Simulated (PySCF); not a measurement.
# Electron correlation in N (nitrogen, neutral)

[He] 2s2 2p3, high-spin 4S determinant. Calculation: PySCF 2.14, in aug-cc-pVDZ (4s3p2d, 23 functions); the non-relativistic Hamiltonian (point nucleus). Frozen: 1s2; 5 electrons correlated.

MP2 pair energies summed by pair of shells (mhartree):

```csv
pair,energy,share (%)
2s-2p,-47.95,63.9
2p-2p,-18.78,25.0
2s-2s,-8.27,11.0
```

Total MP2 correlation energy: -74.99 mhartree.

Same-spin part -22.70 and opposite-spin part -52.29 mhartree; SCS-MP2 scales them by 1/3 and 6/5 to -70.31 mhartree.

```
  level  correlation energy (mhartree)
   CCSD                         -92.52
    (T)                          -1.27
CCSD(T)                         -93.79
```

Diagnostics: T1 = 0.0078, D1 = 0.0124, largest double amplitude 0.029.

Cost of the coupled-cluster step: 0.28 s of wall time on 1 thread of Neoverse-N1 (shared host), for 5 correlated electrons.
